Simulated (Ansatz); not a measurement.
Consider the formal exchange of groups at the Si–C bond: `C=C(C)[SiH3]` + `BBN` → `BB(N)[SiH3]` + propene.

Computed with Ansatz on PBE0-D4/def2-TZVP structures; ΔE is electronic, products minus reactants. CBS: MP2 limit from def2 TZ/QZ plus the TZ coupled-cluster correction, frozen cores. DFT in def2-TZVPP. HSE06 is defined as in plane-wave codes. Each species was taken in one conformer, which may not be the lowest.

```csv
level,ΔE (kJ/mol),difference from CCSD(T)/CBS
BLYP-D4,0.9,-5.2
r2SCANh-D4,0.0,-6.1
r2SCAN0-D4,1.7,-4.4
HSE06-D4,-2.7,-8.8
ωB97X-V,5.7,-0.4
PBE-QIDH,4.6,-1.5
revPBE,-8.7,-14.8
BHLYP,7.9,1.8
CAM-B3LYP,5.8,-0.3
RPA@PBE/def2-TZVPP,6.5,0.4
HF/def2-SVP,12.3,6.2
HF/def2-TZVPP,15.9,9.8
MP2/def2-TZVPP,12.1,6.0
MP2/def2-QZVPP,12.6,6.5
SCS-MP2/def2-QZVPP,13.6,7.5
HF/CBS(def2),16.5,10.4
CCSD(T)/CBS,6.1,0
```

Largest T1 diagnostic among the species: 0.014.

In def2-TZVPP, CCSD(T) changes the Hartree–Fock value by −10.3 kJ/mol (the triples alone add −1.2 kJ/mol) and MP2 by −3.8 kJ/mol. From PBE to PBE0 (25 % exact exchange), in def2-TZVPP and without D4, ΔE moves by +5.0 kJ/mol. Leaving LDA and LC-ωPBE aside and taking each functional with its dispersion term where it has one, the values, not all of them listed here, spread over 16.3 kJ/mol, from PBE-D4 to BHLYP-D4.
